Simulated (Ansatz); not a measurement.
Calculated with Ansatz (gas phase, PBE0-D4/def2-TZVP geometries, no zero-point term in ΔE). CCSD(T)/CBS is the MP2 limit (def2-TZVPP, def2-QZVPP) plus CCSD(T) − MP2 in def2-TZVPP, frozen cores. This one scheme is used for every species. Functionals use def2-TZVPP. Elements past krypton have def2 core potentials. For Sn outer-core shells are correlated without core-valence functions, which leaves a few kJ/mol of doubt a bond. One conformer a species, not always the lowest.

Consider the ligand exchange at the Sn–Cl bond: `C[O][Sn]([OH])([F])[Cl]` + H–F → `C[O][Sn]([OH])([F])[F]` + HCl.

```json
{"level": "ωB97X-V", "ΔE (kJ/mol)": "34.1"}
{"level": "B2PLYP", "ΔE (kJ/mol)": "34.6"}
{"level": "SCS-MP2/def2-TZVPP", "ΔE (kJ/mol)": "37.9"}
{"level": "MP2/CBS(def2)", "ΔE (kJ/mol)": "46.9"}
```

Problem. What does CCSD(T)/CBS give? (An estimate is asked.)

Solution. Computed: +41.5 kJ/mol. The listed levels differ from it by -7.4, -6.9, -3.6, 5.4 kJ/mol.

Largest T1 diagnostic among the species: 0.015.

The D4 term adds +5.6 kJ/mol with B3LYP and +3.1 kJ/mol with PBE0; it sums over pairs of atoms, weighted by their polarisabilities, and B3LYP, whose exchange is more repulsive, gets the larger term. From PBE to PBE0 (25 % exact exchange), in def2-TZVPP and without D4, ΔE moves by +6.2 kJ/mol.

B3LYP here is the variant with VWN-RPA as its local correlation; programs differ in this.
